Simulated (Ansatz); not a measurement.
`OB([SiH3])Cl` + `C[O][Zn][OH]` → `C[O][Zn][O][SiH3]` + `OBCl`  (cleavage of the Si–B bond)

Calculated with Ansatz (gas phase, PBE0-D4/def2-TZVP geometries, no zero-point term in ΔE). CCSD(T)/CBS adds triple-zeta CCSD(T) − MP2 to the extrapolated MP2 energy (def2 sets, frozen cores). This one scheme is used for every species. Functionals use def2-TZVPP. For Zn outer-core shells are correlated without core-valence functions, which leaves a few kJ/mol of doubt a bond. Scalar relativity is left out up to krypton. One conformer a species, not always the lowest.

CCSD(T)/CBS gives -126.6 kJ/mol.

Task: Another level gave -112.1 kJ/mol. Which?
A. PBE0-D4/def2-TZVPP
B. r2SCANh/def2-TZVPP
C. PBE/def2-TZVPP
D. BHLYP-D4/def2-TZVPP

Result: A. PBE0-D4 -112.1, r2SCANh -123.5, PBE -100.7, BHLYP-D4 -139.5 kJ/mol.

Largest T1 diagnostic among the species: 0.017.

From r2SCAN to r2SCAN0 (25 % exact exchange), in def2-TZVPP and without D4, ΔE moves by −6.7 kJ/mol. At CCSD(T), def2-SVP lies −10.0 kJ/mol from the extrapolated value and def2-TZVPP −1.8 kJ/mol. Leaving LDA and LC-ωPBE aside and taking each functional with its dispersion term where it has one, the values, not all of them listed here, spread over 40.0 kJ/mol, from BHLYP-D4 to PBE-D4.
